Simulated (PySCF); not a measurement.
## Ionising InH

r²SCAN; PySCF, scalar-relativistic core potentials, basis sets In def2-TZVP with ECP28, H def2-TZVP. Neutral (UKS): singlet (closed shell), Re = 1.847 Å, ωe = 1461 cm⁻¹, De = 2.68 eV, HOMO -5.01 eV, LUMO -2.20 eV.

InH⁺ (UKS): doublet (σ ↑), Re = 1.853 Å, ωe = 1062 cm⁻¹, De = 0.50 eV to In⁺ + H. The energies at the minima are -190.77985 hartree for InH and -190.48989 for InH⁺.

**Question.** Work out the adiabatic ionisation energy, without and with harmonic zero-point energies (1 hartree = 27.2114 eV, 1 eV = 8065.5 cm⁻¹), and the change of the bond length.

**Answer.** At r²SCAN: 0.28996 hartree = 7.890 eV between the minima; the zero-point term (1062.0 − 1461.0)/2 cm⁻¹ = -0.025 eV makes it 7.865 eV. Re changes by +0.6 pm against the neutral. Minus the HOMO energy is 5.01 eV, -2.88 eV from the value between the minima; self-interaction puts the Kohn–Sham level too high, less so with exact exchange. The electron leaves a σ orbital, and the small change of length marks it as nearly non-bonding.

Weak bonds: InH⁺. Basis-set superposition, not corrected here, can be much of De in a small basis, most of all at correlated wavefunction levels. Spin–orbit coupling is left out, which matters for elements this heavy, above all for dissociation energies. For an ion De counts to the pair picked by the measured ionisation energies or electron affinities, which need not be the lowest pair at this level. States were picked by a PBE0 search and need not be the measured ground states.
